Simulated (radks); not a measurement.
Q: Rh41+, configuration [He] 2s2. All-electron calculation, scalar-relativistic Kohn-Sham, BLYP, spin-polarised, spherical densities, finite nucleus; Fermi nuclear charge, rms radius 4.4945 fm. Program: a radial shooting solver on a logarithmic mesh with Libxc functionals. Some entries of the table are withheld. Estimate them.

orbital,occ.,eigenvalue (eV),<1/r> (bohr^-1),<r^2> (bohr^2)
1s,2,-26747.93,(1),0.001421
2s,2,(2),11.45,(3)
2p,0,-6151.390,(4),(5)
3s,0,-2767.724,4.838,(6)

A: 
(1) 1s <1/r> (bohr^-1): 47.22
(2) 2s eigenvalue (eV): -6378.763
(3) 2s <r^2> (bohr^2): 0.02072
(4) 2p <1/r> (bohr^-1): 11.05
(5) 2p <r^2> (bohr^2): 0.01568
(6) 3s <r^2> (bohr^2): 0.1100
